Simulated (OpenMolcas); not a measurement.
# Nd3+: moving or changing the point charges

Nd3+ among 8 point charges of -0.5 e arranged as a hexagonal bipyramid (D6h), 2.45 Å from the ion, with the axial distance 2.083 Å.
```
   2.4500    0.0000    0.0000  -0.50
   1.2250    2.1218    0.0000  -0.50
  -1.2250    2.1218    0.0000  -0.50
  -2.4500    0.0000    0.0000  -0.50
  -1.2250   -2.1218    0.0000  -0.50
   1.2250   -2.1218    0.0000  -0.50
   0.0000    0.0000    2.0825  -0.50
   0.0000    0.0000   -2.0825  -0.50
```

```json
{"Program": "OpenMolcas 26.06", "Method": "CASSCF", "Basis": "ANO-RCC-VTZP [8s7p5d3f2g1h]", "Scalar Hamiltonian": "DKH2, point nucleus", "Active space": "3 electrons in 7 orbitals (4f)", "State averaging": "2S+1 = 4 odd, 35 roots; 2S+1 = 2 odd, 89 roots kept (CI in the orbitals of an earlier block)", "Spin-orbit coupling": "RASSI with atomic mean-field integrals over the reference wave functions"}
```

Runs around this geometry, states. Energies in cm-1 above the lowest state or level, χT in cm3 K/mol.

| R (Å) | q (e) | Ground state | First state of that spin | First gap with spin-orbit (degeneracies) | Width of lowest J | χT at 300 K |
| --- | --- | --- | --- | --- | --- | --- |
| 2.45 | -0.25 | 2S+1 = 4 | 1.1 | 25.5 (2, 2) | 69 | 1.702 |
| 2.45 | -0.5 | 2S+1 = 4 | 2.2 | 51.2 (2, 2) | 138 | 1.696 |
| 2.64 | -0.5 | 2S+1 = 4 | 1.2 | 37.5 (2, 2) | 94 | 1.700 |
| 2.81 | -0.5 | 2S+1 = 4 | 0.8 | 29.0 (2, 2) | 69 | 1.702 |

Taking the width of the lowest J multiplet as R^-n, n = -ln(69 / 138) / ln(2.81 / 2.45) = 5.1 between the shortest and longest distance.

Scaling the charges by -0.25 / -0.5 = 0.50 scales the width of the lowest J multiplet by 69 / 138 = 0.50; with fixed orbitals a first-order splitting would follow the charge.

High states are left out of the spin-orbit mixing, which shifts the levels that they would mix with. This is an electrostatic model: the charges have no orbitals. An unlabelled pair can be two single states that coincide in this model. A group larger than the point group allows holds several states that coincide in this model. No measured value stands beside these numbers.

A state without a sure symmetry label is named by its multiplicity alone.
